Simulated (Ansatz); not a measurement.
Mulliken charges of CH$_{4}$ClNOSi, SMILES `O/C=N/[SiH2]Cl` from ωB97M-V/def2-TZVPP in Ansatz (PBE0-D4/def2-TZVP geometry).

| atom | x (Å) | y (Å) | z (Å) | charge (e) |
| --- | --- | --- | --- | --- |
| O1 | 2.070 | 0.810 | -1.068 | -0.242 |
| C2 | 1.161 | 0.259 | -0.266 | 0.182 |
| N3 | -0.071 | 0.278 | -0.506 | -0.371 |
| Si4 | -1.341 | -0.382 | 0.424 | 0.428 |
| Cl5 | -0.663 | -1.310 | 2.144 | -0.246 |
| H6 | 1.592 | 1.196 | -1.817 | 0.198 |
| H7 | 1.646 | -0.196 | 0.602 | 0.105 |
| H8 | -2.255 | 0.702 | 0.844 | -0.027 |
| H9 | -2.052 | -1.404 | -0.373 | -0.027 |

Q: By hand: the dipole of these point charges (1 e Å = 4.8032 D).

A: Σ q r = (-0.070, 0.142, -0.257) e Å, of length 0.302 e Å = 1.45 D.

Q: How does the dipole of the full density compare? (Best estimate.)

A: Ansatz gave: (0.101, 0.155, -0.251) e Å, 1.50 D; the point charges give 0.97 times that, at 32° from its direction.

Point charges leave out the atoms' own dipoles, such as those of lone pairs, and Mulliken's split depends on the basis, so the two needn't agree.
